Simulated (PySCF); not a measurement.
**AgBr: a composite coupled-cluster calculation**

State: ¹Σ⁺, singlet, closed shell. De refers to Ag (4d10 5s1) + Br. RHF-based CCSD(T) in PySCF 2.14 with Ag cc-pVTZ-PP with ECP28, Br cc-pVTZ-PP with ECP10 and Ag cc-pVQZ-PP with ECP28, Br cc-pVQZ-PP with ECP10 (frozen core orbitals: 13; scalar-relativistic core potentials). Correlation energies are extrapolated as n⁻³ (n = 3, 4), Hartree–Fock as (n+1)·exp(−9√n).

```csv
Level,Re (Å),ωe (cm⁻¹),ωexe (cm⁻¹),αe (cm⁻¹),De (eV)
CCSD(T)/TZ,2.4172,242.6,0.601,0.000229,2.784
CCSD(T)/QZ,2.4080,245.1,0.621,0.000232,2.901
HF/CBS,2.4976,221.4,0.556,0.000216,2.039
MP2/CBS,2.3695,258.8,0.637,0.000234,3.084
CCSD/CBS,2.4114,245.7,0.615,0.000229,2.863
CCSD(T)/CBS,2.4024,247.6,0.631,0.000233,2.975
```

How much is left between CCSD(T)/QZ and the basis-set limit, and how much do the triples give at the limit?

CCSD(T)/CBS less CCSD(T)/QZ: -5.6 mÅ in Re, +2.5 cm⁻¹ in ωe and +0.074 eV in De. CCSD(T)/CBS less CCSD/CBS: -9.0 mÅ in Re, +1.9 cm⁻¹ in ωe and +0.112 eV in De.

The T1 diagnostic is 0.019. The open-shell atoms are computed with UHF. Spin–orbit coupling, excitations beyond (T) and corrections to the Born–Oppenheimer picture are left out.

The whole job (state search and all basis sets along the bond) took about 5.4 min on 4 threads of Intel Xeon 6975P-C (shared host), peak memory 8.2 GiB.
